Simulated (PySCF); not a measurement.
# Computed properties of Te(Me)(SH) (CH₄STe), SMILES C[Te]S

CH4STe, SMILES C[Te]S. The structure is a stationary point at B3LYP-D3(BJ)/def2-SVP. The def2 effective core potentials stand for the cores of Te; spin–orbit coupling is left out. Other conformers were not sampled. All values are computed for the isolated molecule unless a solvent is named; none is compared with measurement here.

**Structure.** All 15 harmonic modes at B3LYP-D3(BJ)/def2-SVP (PySCF) are real, so it is a minimum. With heavy atoms numbered as in [Te:1]([CH3:2])[SH:6], the shortest bond between them is Te1–C2 at 2.179 Å and the longest Te1–S6 at 2.441 Å.

**Vibrations.** The strongest infrared lines (harmonic, unscaled, degenerate partners summed) lie at 285 cm⁻¹ (17 km/mol, H 95 %), 1234 cm⁻¹ (13 km/mol, H 85 %, C 15 %), 823 cm⁻¹ (11 km/mol, H 84 %, C 16 %). The softest mode is at 90 cm⁻¹ and the zero-point energy is 28.5 kcal/mol.

**Electronic structure.** B3LYP/def2-TZVPD (PySCF) places the frontier levels at -6.08 and -2.02 eV, a gap of 4.06 eV, and gives a dipole moment of 1.70 D and a mean polarisability of 81.3 bohr³.

**Excitations.** TDA-CAM-B3LYP/def2-SVPD (PySCF) has S1 at 3.08 eV (402 nm, f = 0.001, dark); the most intense of the 10 singlets computed lies at 6.33 eV (f = 0.07). T1 (TDA) is at 2.43 eV, 0.65 eV under S1.
